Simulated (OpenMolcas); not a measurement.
# How basis sets differ on GaSiH4F (SMILES [F][GaH][SiH3])

GaSiH4F has 7 atoms, charge 0, and is taken as a singlet. As SMILES, `[F][GaH][SiH3]`. The shape is that of a PBE0-D4/def2-TZVP optimisation.

Quantity: the dipole moment, in D. The values are calculated.

| level | kind | program | value (D) |
| --- | --- | --- | --- |
| HF/ANO-RCC-MB (DKH2) | Hartree–Fock | OpenMolcas | 2.13 |
| HF/ANO-S-MB | Hartree–Fock | OpenMolcas | 1.86 |
| HF/STO-3G | Hartree–Fock | OpenMolcas | 1.06 |
| HF/3-21G | Hartree–Fock | OpenMolcas | 2.29 |
| HF/def2-SVP | Hartree–Fock | OpenMolcas | 2.50 |

All-electron rows without a relativistic Hamiltonian named are non-relativistic. The values span 1.06 to 2.50 D. Magnitudes only. Sets without polarisation functions give poor dipoles.
